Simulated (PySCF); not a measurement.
## Working out the ionisation energy of Ne²⁺

Ne²⁺ [He] 2s2 2p4 (3P) → Ne³⁺ [He] 2s2 2p3 (4S). Calculation: PySCF 2.14, in x2c-QZVPPall with one added diffuse shell each of s, p, d, f type (8s5p4d3f1g, 73 functions); scalar relativity by spin-free X2C-1e. Frozen: nothing. Energies in hartree (1 hartree = 27.21139 eV):

```csv
part,Ne²⁺ (lower),Ne³⁺ (upper)
UHF,-126.520026,-124.247729
MP2 opposite-spin,-0.140808,-0.098021
MP2 same-spin,-0.039752,-0.033378
```

Q: What does Hartree-Fock give?

A: (-124.247729) − (-126.520026) = 2.272297 hartree = 61.832 eV.

Q: What do MP2 and SCS-MP2 (6/5 opposite-spin, 1/3 same-spin) give?

A: The opposite-spin parts differ by 1.164 eV and the same-spin parts by 0.173 eV. MP2: 61.832 + (1.164) + (0.173) = 63.169 eV. SCS-MP2: 61.832 + 1.2 × (1.164) + (0.173)/3 = 63.286 eV.

A first-order spin-orbit estimate adds 0.038 eV to MP2 (valence and next inner shell), giving 63.207 eV against 63.423 eV (measured; NIST Atomic Spectra Database, ionization energies).

What remains against the reference includes basis incompleteness and correlation beyond second order.
